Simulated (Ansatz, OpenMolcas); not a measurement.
# Ansatz → OpenMolcas

This Ansatz 0.2.0 job computes GaBr (SMILES [Ga][Br]):

job.yaml:
```yaml
crystal:
  periodic: [false, false, false]
  atoms:
    - {symbol: Ga, position_ang: [-0.000000, -0.000000, 0.013830]}
    - {symbol: Br, position_ang: [0.000000, 0.000000, 2.388120]}
basis:
  gaussian: {orbitals: aug-cc-pVTZ}
correlation: {method: ccsd_t, frozen_orbitals: {Br: 9, Ga: 9}}
accuracy: high
scf: {omitted_lower_state_checks: [cluster_reference, increment]}
```

```bash
$ ansatz run job.yaml --threads 1 --pin off --max-ram 3480MiB --events-out events.jsonl --progress --plain --runs-dir runs
```

The coordinates come from a PBE0-D4/def2-TZVP relaxation.

It gives a total energy of -4496.215608 Eh.

Q: How is this level of theory, on these atoms, set up in OpenMolcas 26.06 as an input file of the program's own?

A: For example:

mol.xyz:
```
2

Ga     0.000000     0.000000     0.013830
Br     0.000000     0.000000     2.388120
```

test.input:
```
>>> EXPORT MOLCAS_PRINT=2

&GATEWAY
  BASLIB = $CurrDir
  COORD = mol.xyz
  BASIS = aug-cc-pVTZ
  GROUP = NoSym

&SEWARD
  HIGH

&SCF
  THRESHOLDS = 1e-10 1e-07 1e-07 1e-05
  PRORBITALS = 1 2

&CHCC
  FROZEN = 18
  THRESHOLD = 1e-08
  MAXITERATIONS = 80

&CHT3
  FROZEN = 18
```

```bash
$ export MOLCAS_MEM=1860
$ pymolcas test.input > test.log
```

(Basis files named in the input come from the Basis Set Exchange and aren't shown.)

Its energy is -4496.215608 Eh, 0.000 mEh from the first.
